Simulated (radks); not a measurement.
Problem. Radial electron density D(r) = 4 pi r^2 rho(r) of an atom or ion with 36 electrons. All-electron calculation, scalar-relativistic Kohn-Sham, PBEsol, spin-unpolarised, spherical densities, finite nucleus; Fermi nuclear charge, rms radius of each element as measured or else 0.836 A^(1/3) + 0.57 fm. Program: a radial shooting solver on a logarithmic mesh with Libxc functionals.

```
   r/bohr * D(r) (the largest magnitude, 61.6, reaches the edge; | marks zero)
 0.001624 |*
 0.001845 | *
 0.002114 | *
 0.002403 |  *
 0.002731 |   *
 0.003104 |    *
 0.003528 |     *
 0.004009 |      *
 0.004557 |        *
 0.005179 |         *
 0.005934 |            *
 0.006744 |              *
 0.007665 |                 *
 0.008711 |                    *
 0.009901 |                        *
  0.01125 |                           *
  0.01279 |                               *
  0.01454 |                                  *
  0.01665 |                                      *
  0.01893 |                                         *
  0.02151 |                                           *
  0.02445 |                                            *
  0.02779 |                                            *
  0.03158 |                                           *
   0.0359 |                                         *
   0.0408 |                                       *
  0.04674 |                                     *
  0.05312 |                                     *
  0.06038 |                                      *
  0.06862 |                                        *
  0.07799 |                                            *
  0.08864 |                                                 *
   0.1007 |                                                    *
   0.1145 |                                                      *
   0.1312 |                                                    *
   0.1491 |                                                *
   0.1695 |                                          *
   0.1926 |                                    *
   0.2189 |                                 *
   0.2488 |                                *
   0.2828 |                                   *
   0.3214 |                                      *
   0.3682 |                                        *
   0.4185 |                                      *
   0.4756 |                                *
   0.5406 |                         *
   0.6144 |                 *
   0.6983 |            *
   0.7936 |         *
    0.902 |        *
    1.033 |       *
    1.175 |       *
    1.335 |      *
    1.517 |    *
    1.724 |  *
     1.96 | *
    2.228 |*
    2.532 *
      2.9 *
    3.297 *
    3.747 *
    4.258 *
```

What is the nuclear charge?

Solution. Z = 40. The innermost maximum, from 1s, lies near gamma/Z bohr with gamma = sqrt(1 - (Z/c)^2) = 0.956, here 0.0239 bohr (found: 0.0261), and its height grows with Z. The density is that of the zirconium ion Zr4+ in [Kr]; the configuration itself is not fixed sharply by these data, and Z only to a few units. D(r) has 3 maxima, at r = 0.0261, 0.115, 0.368 bohr, and minima at 0.0527, 0.235 bohr, inside which lie 2.04, 11.06 electrons.
